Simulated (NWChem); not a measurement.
System: C₅H₈NO, doublet; SMILES O=C1C[CH]CN1C

NWChem input:

```
start job
memory heap 200 mb stack 900 mb global 1100 mb
geometry units angstroms noautosym nocenter noautoz
  C      1.092208    -1.788302     0.000000
  N      0.517932    -0.462573     0.000000
  C      1.332164     0.743309     0.000000
  C      0.314153     1.842477     0.000000
  C     -1.063127     1.277336     0.000000
  C     -0.838578    -0.241199     0.000000
  O     -1.700215    -1.106316     0.000000
  H      0.267404    -2.503754     0.000000
  H      1.713883    -1.950862    -0.890681
  H      1.713883    -1.950862     0.890681
  H      1.997462     0.770164    -0.882840
  H      1.997462     0.770164     0.882840
  H      0.569624     2.894157     0.000000
  H     -1.667703     1.556903    -0.877171
  H     -1.667703     1.556903     0.877171
end
basis spherical
  * library iglo-ii
end
dft
  odft
  mult 2
  xc hfexch
  iterations 150
  semidirect filesize 400000000
end
property
  hyperfine
end
task dft property
```

In the optimisation the excess spin sits in a" (Cs, its own frame). Coordinates come from a B3LYP/6-31G* (spherical d), spin-unrestricted optimisation. No stability test was run on the SCF state.

Fermi-contact couplings, non-relativistic, static geometry.

Atoms are numbered as in the input.

Task: What results follow from this input? (UHF/IGLO-II, contact and dipolar terms.) Quantities: A(iso) 13C atom 4 (MHz); A(iso) 13C atom 5 (MHz); A(iso) 13C atom 6 (MHz); A(iso) 1H atom 12 (MHz); A(iso) 1H atom 13 (MHz); A(iso) 1H atom 15 (MHz); <S²>.

Result: 
| Property | Result |
|---|---|
| A(iso) 13C atom 4 (MHz) | 193 |
| A(iso) 13C atom 5 (MHz) | -76.5 |
| A(iso) 13C atom 6 (MHz) | 6.0 |
| A(iso) 1H atom 12 (MHz) | 94.3 |
| A(iso) 1H atom 13 (MHz) | -128 |
| A(iso) 1H atom 15 (MHz) | 107 |
| <S²> | 0.765 |
